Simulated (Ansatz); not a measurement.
Consider the ligand exchange at the Si–C bond: `NC([SiH3])[SiH2]O` + `NB(O)O` → `NB(O)O[SiH3]` + `NC[SiH2]O`.

Computed with Ansatz on PBE0-D4/def2-TZVP structures; ΔE is electronic, products minus reactants. CBS: MP2 limit from def2 TZ/QZ plus the TZ coupled-cluster correction, frozen cores. This one scheme is used for every species. Functionals use def2-TZVPP. B3LYP here is the variant with VWN-RPA as its local correlation; programs differ in this. One conformer a species, not always the lowest.

`NC([SiH3])[SiH2]O`:

Cartesian coordinates in Å:
```
N -0.430 -1.376 -0.896
C 0.397 -0.265 -0.391
Si 1.447 -0.872 1.047
Si -0.600 1.272 -0.002
O -1.553 1.504 -1.334
H -1.055 -1.045 -1.623
H -1.016 -1.747 -0.157
H 1.123 0.007 -1.171
H 2.437 -1.884 0.600
H 0.558 -1.492 2.068
H 2.163 0.274 1.672
H 0.266 2.458 0.253
H -1.457 1.046 1.200
H -2.282 2.120 -1.267
```

`NB(O)O`:

```xyz
8

N    -0.303    0.104   -1.116
B     0.057   -0.138    0.227
O     0.133   -1.438    0.655
O     0.341    0.856    1.139
H    -0.388    1.012   -1.531
H    -0.499   -0.655   -1.743
H     0.384   -1.487    1.579
H     0.275    1.746    0.791
```

`NB(O)O[SiH3]`:

```xyz
11

N    -0.468    2.015   -0.245
B     0.118    0.743   -0.080
O     1.475    0.526   -0.008
O    -0.699   -0.354    0.015
Si   -0.320   -1.943    0.209
H    -1.465    2.119   -0.292
H     0.042    2.874   -0.324
H     2.015    1.313   -0.077
H    -1.607   -2.681    0.243
H     0.502   -2.442   -0.923
H     0.408   -2.170    1.483
```

`NC[SiH2]O`:

```xyz
11

N     0.863    1.161   -0.050
C    -0.526    0.706    0.077
Si   -0.495   -1.162   -0.152
O     0.730   -1.727    0.792
H     0.969    2.121    0.252
H     1.165    1.122   -1.016
H    -1.242    1.214   -0.584
H    -0.855    0.896    1.104
H    -0.254   -1.470   -1.593
H    -1.762   -1.812    0.269
H     1.408   -1.049    0.901
```

Is it downhill or uphill in electronic energy at CCSD(T)/CBS, and by how much? (An estimate is asked.)

Computed: Downhill: ΔE = -1.04 eV.

What do these levels give: r2SCAN-D4, PBE0-D4, r2SCAN, B3LYP, SCS-MP2/def2-TZVPP, MP2/CBS(def2)? (Best estimate.)

The calculation gave: r2SCAN-D4 -1.02, PBE0-D4 -0.94, r2SCAN -1.03, B3LYP -1.11, SCS-MP2/def2-TZVPP -1.11, MP2/CBS(def2) -1.05 eV.

Largest T1 diagnostic among the species: 0.011.

The D4 term adds +0.05 eV with B3LYP and +0.03 eV with PBE0; it sums over pairs of atoms, weighted by their polarisabilities, and B3LYP, whose exchange is more repulsive, gets the larger term. From PBE to PBE0 (25 % exact exchange), in def2-TZVPP and without D4, ΔE moves by −0.06 eV.
